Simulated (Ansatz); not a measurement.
`C=[C](O)[GaH2]` + H₂ → `C=[CH][GaH2]` + H₂O at 700 K and 1 bar (hydrogenolysis of a C–O bond).

Calculated with Ansatz (gas phase, PBE0-D4/def2-TZVP geometries, no zero-point term in ΔE). CBS: MP2 limit from def2 TZ/QZ plus the TZ coupled-cluster correction, frozen cores. This one scheme is used for every species. For Ga outer-core shells are correlated without core-valence functions, which leaves a few kJ/mol of doubt a bond. Scalar relativity is left out up to krypton. Each species was taken in one conformer, which may not be the lowest.

| species | CCSD(T)/CBS energy (Eh) | H − E (kJ/mol) | S (J/(mol·K)) |
| --- | --- | --- | --- |
| `C=[C](O)[GaH2]` | -2078.17681 | 225.1 | 424.7 |
| H₂ | -1.17544 | 46.8 | 155.3 |
| `C=[CH][GaH2]` | -2003.00582 | 201.1 | 382.4 |
| H₂O | -76.37941 | 80.5 | 218.4 |

H − E and S are ideal-gas, rigid-rotor, harmonic terms from PBE0-D4/def2-TZVP, for one conformer and one mirror image of each species. The MP2-based limit puts H₂ 0.8 mEh under its directly extrapolated value; such offsets cancel only in part. 1 Eh = 2625.50 kJ/mol, R = 8.31446 J/(mol·K).

Problem. By hand: ΔE, ΔH, ΔS and ΔG.

Solution. ΔE = (-2003.00582) + (-76.37941) − (-2078.17681) − (-1.17544) = -0.03298 Eh = -86.6 kJ/mol. Δ(H − E) = 201.1 + 80.5 − 225.1 − 46.8 = 9.7, so ΔH = -76.9 kJ/mol. ΔS = 382.4 + 218.4 − 424.7 − 155.3 = 20.8 J/(mol·K). ΔG = -76.9 − 700 × (20.8)/1000 = -91.5 kJ/mol.

Problem. By hand: the equilibrium constant, and the temperature at which ΔG would vanish if ΔH and ΔS stayed fixed.

Solution. log₁₀ K = −ΔG/(RT ln 10) = 6.8. ΔH and −TΔS have one sign here, so there is no such temperature.

ΔH outweighs TΔS. A doubt of 5 kJ/mol in ΔE shifts log₁₀ K by 0.4 here. Other conformers and mirror images would add mixing entropy, several J/(mol·K) or more a flexible species. These are equilibria of isolated gas molecules and say nothing of rates. Largest T1 diagnostic: 0.013 (customary marks: 0.02 for closed shells, 0.045 for open ones).
